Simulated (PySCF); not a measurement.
SbF: from constants to spectrum

UHF-CCSD(T) constants of SbF, ³Σ⁻ (triplet), unpaired electrons π ↑↑ (Sb x2c-SVPall, F x2c-SVPall; spin-free X2C with a Gaussian nucleus (PySCF 2.14); masses 120.9038 and 18.9984 u):

| Quantity | Value |
| --- | --- |
| ωe | 617.9 cm⁻¹ |
| ωexe | 2.85 cm⁻¹ |
| Be | 0.26926 cm⁻¹ |
| αe | 0.00166 cm⁻¹ |
| D (centrifugal) | 2.05e-07 cm⁻¹ |
| De to Sb + F | 3.32 eV |

Q: Give the vibrational terms G(v) and spacings up to v = 6.

A: G(v) = ωe(v+½) − ωexe(v+½)².

| v | G(v) (cm⁻¹) | G(v) − G(v−1) | Bv (cm⁻¹) |
| --- | --- | --- | --- |
| 0 | 308.2 |  | 0.2684 |
| 1 | 920.4 | 612.2 | 0.2668 |
| 2 | 1526.9 | 606.5 | 0.2651 |
| 3 | 2127.7 | 600.8 | 0.2635 |
| 4 | 2722.8 | 595.1 | 0.2618 |
| 5 | 3312.2 | 589.4 | 0.2601 |
| 6 | 3895.9 | 583.7 | 0.2585 |

Q: How well does the Morse estimate ωe²/(4ωexe) reproduce De, and what is D0?

A: It gives 4.15 eV, 125 % of the computed De. D0 = De − G(0) = 3.32 − 0.04 = 3.28 eV.

Correlated steps freeze 19 core orbitals. Correlated levels converge slowly with the basis: in double zeta they bind strong bonds too weakly, by up to about 1 eV, and carry superposition errors of some tenths. Spin–orbit coupling is left out, which matters for elements this heavy, above all for dissociation energies. The state is the lowest determinant that a PBE0 search found; another state may lie lower at other levels.
